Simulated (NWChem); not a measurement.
System: CH$_{3}$ClOSi, singlet; SMILES CO[Si]Cl

NWChem printed, in part:

```
             Northwest Computational Chemistry Package (NWChem) 7.3.0
             --------------------------------------------------------

 C1  symmetry detected

                             Geometry "geometry" -> ""
                             -------------------------

 Output coordinates in angstroms (scale by  1.889725989 to convert to a.u.)

  No.       Tag          Charge          X              Y              Z
 ---- ---------------- ---------- -------------- -------------- --------------
    1 Si                  14.0000     1.12370149     0.10221748     0.00005529
    2 Cl                  17.0000    -0.47591987     1.50532755    -0.00002492
    3 O                    8.0000     0.32047125    -1.33586798    -0.00016232
    4 C                    6.0000    -1.01582976    -1.77162059     0.00006853
    5 H                    1.0000    -1.71763207    -0.92265709    -0.00371398
    6 H                    1.0000    -1.19516408    -2.39442028    -0.89002346
    7 H                    1.0000    -1.19717835    -2.38786843     0.89427448

 Effective nuclear repulsion energy (a.u.)     199.6023072251

  pbe96 is a nonlocal functional; adding pw91lda local functional.

                                 NWChem DFT Module
                                 -----------------

 Summary of "ao basis" -> "ao basis" (spherical)
 ------------------------------------------------------------------------------
       Tag                 Description            Shells   Functions and Types
 ---------------- ------------------------------  ------  ---------------------
 Si                         6-31+g*                 10       22   5s4p1d
 Cl                         6-31+g*                 10       22   5s4p1d
 O                          6-31+g*                  8       18   4s3p1d
 C                          6-31+g*                  8       18   4s3p1d
 H                          6-31+g*                  2        2   2s

[...]

                                NWChem TDDFT Module
                                -------------------

            General Information
            -------------------
           No. of orbitals :     172
            Alpha orbitals :      86
             Beta orbitals :      86
        Alpha frozen cores :       0
         Beta frozen cores :       0
     Alpha frozen virtuals :       0
      Beta frozen virtuals :       0
         Spin multiplicity :       1
    Number of AO functions :      86
        Use of symmetry is : off
      Symmetry adaption is : off
         Schwarz screening :  0.10D-07

              XC Information
              --------------
              Hartree-Fock (Exact) Exchange   1.00
              LC-wPBE(h)Exchange Functional   0.80
     Perdew 1991 LDA Correlation Functional   1.00 local
    PerdewBurkeErnz. Correlation Functional   1.00 non-local
           Alpha           :  0.20
           Beta            :  0.80
           Gamma           :  0.20

             TDDFT Information
             -----------------
          Calculation type : TDDFT
         Wavefunction type : Restricted singlets
          No. of electrons :      48
           Alpha electrons :      24
            Beta electrons :      24
              No. of roots :       6
          Max subspacesize :    5200
            Max iterations :     100
               Target root :       1
           Target symmetry : none
      Symmetry restriction : off
                 Algorithm : Optimal
        Davidson threshold :  0.10D-03

    6 smallest eigenvalue differences (eV)
--------------------------------------------------------
  No. Spin  Occ  Vir  Irrep   E(Occ)    E(Vir)   E(Diff)
--------------------------------------------------------
    1    1   24   25 a        -0.348    -0.017     9.012
    2    1   23   25 a        -0.403    -0.017    10.507
    3    1   22   25 a        -0.406    -0.017    10.586
    4    1   24   26 a        -0.348     0.048    10.781
    5    1   24   27 a        -0.348     0.057    11.021
    6    1   21   25 a        -0.423    -0.017    11.041
--------------------------------------------------------

  Entering Davidson iterations
  Restricted singlet excited states

  Iter   NTrls   NConv    DeltaV     DeltaE      Time
  ----  ------  ------  ---------  ---------  ---------
    1      6       0     0.21E+00   0.10+100       25.0
    2     18       0     0.47E-01   0.18E-01       39.4
    3     30       0     0.36E-01   0.50E-02       39.4
    4     42       0     0.23E-01   0.43E-02       38.8
    5     54       1     0.12E-01   0.92E-03       35.1
    6     64       3     0.46E-02   0.11E-03       37.9
    7     70       3     0.15E-02   0.13E-04       23.4
    8     75       4     0.51E-03   0.17E-05       21.7
    9     79       5     0.19E-03   0.18E-06       21.7
   10     81       6     0.94E-04   0.21E-07       20.2
  ----  ------  ------  ---------  ---------  ---------
  Convergence criterion met

  Ground state a        -864.464380130666 a.u.

  ----------------------------------------------------------------------------
  Root   1 singlet a              0.172099867 a.u.                4.6831 eV
  ----------------------------------------------------------------------------
     Transition Moments    X -0.00014   Y -0.00020   Z  0.82220
     Dipole Oscillator Strength                    0.0775617838
     Electric Quadrupole                           0.0000003489
     Magnetic Dipole                               0.0000038914
     Total Oscillator Strength                     0.0775660240

[...]
```

Level: LRC-wPBEh/6-31+G* (spherical d), full TDDFT. Low-valent species are run as closed-shell singlets; no triplet was tried in these runs. Structure relaxed at the PBE0/def2-SVP level.

### Question
Which NWChem input produces such a log?

### Answer
This is not unique; one that fits is the input that was run:
```
start job
memory heap 200 mb stack 900 mb global 1100 mb
geometry units angstroms noautoz
  Si     1.127177     0.120320    -0.000310
  Cl    -0.487722     1.505819     0.000044
  O      0.339752    -1.326480     0.000232
  C     -0.991694    -1.776848     0.001232
  H     -1.702758    -0.935626    -0.002419
  H     -1.164630    -2.401805    -0.888614
  H     -1.165841    -2.394815     0.895683
end
basis spherical
  Si library 6-31+g*
  Cl library 6-31+g*
  O library 6-31+g*
  C library 6-31+g*
  H library 6-31+g*
end
dft
  xc xwpbe 0.80 cpbe96 1.0 hfexch 1.00
  cam 0.2 cam_alpha 0.2 cam_beta 0.8
  iterations 150
end
tddft
  nroots 6
  notriplet
end
task tddft energy
```
